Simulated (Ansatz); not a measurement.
Job for Ansatz (an electronic-structure program): U-CCSD(T)/cc-pVDZ on ammonia borane (SMILES [BH3-][NH3+]), a point of a bond scan (R = 1.208 Å).

Ansatz 0.2 input:
```yaml
crystal:
  periodic: [false, false, false]
  atoms:
    - {symbol: B, position_ang: [-0.92028643, 0.13156152, -0.01951483]}
    - {symbol: N, position_ang: [0.72087107, -0.10305367, 0.01528619]}
    - {symbol: H, position_ang: [-1.32464808, -0.62193369, -0.87301146]}
    - {symbol: H, position_ang: [-1.06228529, 1.29862046, -0.29795625]}
    - {symbol: H, position_ang: [-1.29883588, -0.14977972, 1.09281033]}
    - {symbol: H, position_ang: [0.94520012, -1.06717851, 0.24390556]}
    - {symbol: H, position_ang: [1.15844162, 0.49379687, 0.71129516]}
    - {symbol: H, position_ang: [1.13746216, 0.11004268, -0.88647256]}
basis:
  gaussian:
    orbitals: cc-pVDZ
correlation: {method: ccsd_t, electrons: outside_noble_gas}
scf: {omitted_lower_state_checks: [cluster_reference]}
magnetization: {spin_polarized: true, initial_magnetization: 0}
```

It printed:

```
WARN ansatz: RAYON_NUM_THREADS=1 ignored (pool sized by the plan → 1); use --threads N
Functional definition: HF
these checks for a lower state are left out or cut short: cluster_reference
integrals: 0.04 GiB planned
521 factors; integrals over basis functions are off by at most 1.3e-3 eV
mean field: 0.11 GiB planned
mean field evaluation 1: about -2246.6327 eV, gradient 1.6e1 eV
mean field evaluation 2: about -2246.7100 eV, gradient 1.6e1 eV
mean field evaluation 4: about -2248.2921 eV, gradient 1.7e0 eV
mean field evaluation 8: about -2248.3105 eV, gradient 4.3e-5 eV
mean field -2248.31049706 eV, -82.6238868074 hartree, gradient 1.3e-6 eV, S^2 0.000000; 0 other end points of the search recorded, 0 dependent functions left out
2 core orbitals not correlated
reference -2248.31049706 eV, -82.6238868074 hartree; 7, 7 occupied and 49, 49 virtual orbitals, 521 factors
second order -8.10982242 eV of doubles, -0.00000000 eV of singles
coupled cluster: 0.19 GiB planned
cycle   1  -8.81556365 eV  change   -7.1e-1 eV  update   5.7e-2
cycle   2  -9.08094675 eV  change   -2.7e-1 eV  update   1.7e-2
cycle   3  -9.10348086 eV  change   -2.3e-2 eV  update   4.5e-3
cycle   4  -9.10354643 eV  change   -6.6e-5 eV  update   1.2e-3
cycle   5  -9.10352640 eV  change    2.0e-5 eV  update   2.9e-4
cycle   6  -9.10347059 eV  change    5.6e-5 eV  update   7.9e-5
cycle   7  -9.10346138 eV  change    9.2e-6 eV  update   2.0e-5
cycle   8  -9.10346270 eV  change   -1.3e-6 eV  update   5.9e-6
perturbative correction -0.19879738 eV, -0.0073056688 hartree
Total energy: -2257.61275714 eV, -82.9657385599 hartree
Checks for a lower state left out: cluster_reference
```

The calculation finished and met its thresholds.

Cost: about 2.5 core-seconds (a rough figure).
